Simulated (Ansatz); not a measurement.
Ligand exchange: GaH2F + CH2FI → GaH2I + CH2F2

Gas-phase species: GaH2F `[F][GaH2]`, singlet; CH2FI (fluoroiodomethane) `FCI`, singlet; GaH2I `[GaH2][I]`, singlet; CH2F2 (difluoromethane) `FCF`, singlet. The partners trade F for I: Ga–F and C–I bonds give way to Ga–I and C–F.

Shapes, held fixed at every level: PBE0-D4/def2-TZVP. Programs: Ansatz 0.2.0. The zero-point and thermal change to 298 K, harmonic and unscaled (PBE0-D4/def2-TZVP), is +4.3 kJ/mol.

(1) Estimate ΔH(298 K) of this reaction.

Answers

(1) The highest level, CCSD(T)/def2-TZVPP, gives ΔH(298 K) = -39.5 kJ/mol; the levels span -82.6 to -35.9. The column of differences is taken from that level and isn't an error. No measured value is set beside it here. For atoms past krypton def2 sets carry core potentials with scalar relativity. Relativity is left out for Ga. Outer-core shells of Ga, I are correlated, in sets that cover them unevenly.

| level | kind | ΔH(298 K) (kJ/mol) | less CCSD(T)/def2-TZVPP |
| --- | --- | --- | --- |
| HF/def2-SVP | Hartree–Fock | -82.6 | -43.1 |
| PBE-D4/def2-TZVPP | GGA | -35.9 | +3.6 |
| r2SCAN-D4/def2-TZVPP | meta-GGA | -39.7 | -0.2 |
| B3LYP-D4/def2-TZVPP | global hybrid | -36.9 | +2.6 |
| wB97X-V/def2-TZVPP | range-separated hybrid | -41.3 | -1.8 |
| MP2/def2-SVP | perturbation theory | -54.2 | -14.7 |
| MP2/def2-TZVPP | perturbation theory | -36.4 | +3.1 |
| CCSD(T)/def2-TZVPP | coupled cluster or CI | -39.5 | 0.0 |
